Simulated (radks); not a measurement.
Spherical jellium clusters: N electrons in a uniform positive sphere of charge N and radius rs N^(1/3), rs = 5.74 bohr. Calculated with a radial shooting solver with Libxc functionals: non-relativistic Kohn-Sham, LDA (Slater exchange, Perdew-Wang correlation), spin-polarised, spherical densities. Levels are named by radial order and angular momentum (1s, 1p, 1d, 2s, ...), and open shells are averaged over m. Each electron was tried in the lowest free levels, single moves between levels near the top were tried too, and the lowest total energy was kept; such a search can miss a lower state. Energies include the self-energy of the background; IP and EA are vertical (highest electron removed, lowest free level filled), at fixed background; spill-out counts the electrons outside the background radius R, and alpha is the static dipole polarisability from linear response (closed shells only). A dash means not computed or, for alpha, an open shell; in EA it means that no bound solution was reached, which is typical of self-interaction and does not show that the anion is unstable. Real open-shell clusters deform, which this model forbids.

N        open shells  2S  E(N+1) + E(N-1) - 2E(N) (eV)  EA (eV)  -e(HOMO) (eV)
1   1s(up 1, down 0)   1                             -        -          2.371
2               none   0                         0.593        -          2.397
3   1p(up 1, down 0)   1                        -0.416        -          1.826
4   1p(up 2, down 0)   2                        -0.260        -          2.141
5   1p(up 3, down 0)   3                         0.230        -          2.333
6   1p(up 3, down 1)   2                        -0.217    1.083          2.135
7   1p(up 3, down 2)   1                        -0.151    1.272          2.310
8               none   0                         0.622        -          2.433
9   1d(up 1, down 0)   1                        -0.158        -          1.848
10  1d(up 2, down 0)   2                        -0.130    1.065          1.995
11  1d(up 3, down 0)   3                        -0.108    1.195          2.112
12  1d(up 4, down 0)   4                        -0.091    1.304          2.208
13  1d(up 5, down 0)   5                         0.231    1.099          2.287
14  1d(up 5, down 1)   4                        -0.102    1.221          2.073
15  1d(up 5, down 2)   3                        -0.086    1.324          2.167
16  1d(up 5, down 3)   2                        -0.074    1.413          2.245
17  1d(up 5, down 4)   1                        -0.064    1.490          2.312
18              none   0                         0.136    1.378          2.370
19  2s(up 1, down 0)   1                         0.175    1.239          2.229
20              none   0                         0.088    1.161          2.076
21  1f(up 1, down 0)   1                        -0.068    1.238          2.002
22  1f(up 2, down 0)   2                        -0.062    1.307          2.065
23  1f(up 3, down 0)   3                        -0.056    1.370          2.120
24  1f(up 4, down 0)   4                        -0.051    1.427          2.171
25  1f(up 5, down 0)   5                        -0.046    1.479          2.216
26  1f(up 6, down 0)   6                        -0.042    1.527          2.257
27  1f(up 7, down 0)   7                         0.196    1.340          2.295
28  1f(up 7, down 1)   6                        -0.050    1.399          2.105
29  1f(up 7, down 2)   5                        -0.046    1.452          2.153
30  1f(up 7, down 3)   4                        -0.042    1.501          2.197
31  1f(up 7, down 4)   3                        -0.039    1.546          2.237
32  1f(up 7, down 5)   2                        -0.036    1.588          2.273
33  1f(up 7, down 6)   1                             -    1.627          2.307

All shells are closed at N = 2, 8, 18, 20 (there: 1s2 1p6 1d10 2s2); the second difference of the energy has clear peaks (12 % above both neighbours; the first and last values, which can be the largest, are not judged, and half-filled shells can peak too) at N = 5, 8, 13, 19, 27.
